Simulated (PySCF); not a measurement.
ZrOF2, SMILES [O]=[Zr]([F])[F], multiplicity 1. Atoms are numbered in the order given.

```xyz
4

Zr    -0.1707     0.0332     0.0000
O      0.2907     1.7204     0.0000
F      0.2501    -0.8385     1.6883
F      0.2501    -0.8385    -1.6883
```
Charge 0, spin multiplicity 1.

The structure is a stationary point at B3LYP-D3(BJ)/def2-TZVP. The multiplicity is an assumed one; other spin states were not compared. The def2 effective core potentials stand for the cores of Zr; spin–orbit coupling is left out.

Level of theory: CAM-B3LYP/def2-TZVPD (PySCF).

Mulliken values depend strongly on the basis, most of all with diffuse functions as here. ESP charges are fitted to the potential on shells at 1.4 to 2.0 van der Waals radii. Atomic charges (e):

```
atom  Mulliken  ESP fit
----  --------  -------
Zr1       1.99     1.89
O2       -0.76    -0.78
F3       -0.62    -0.55
F4       -0.62    -0.55
```
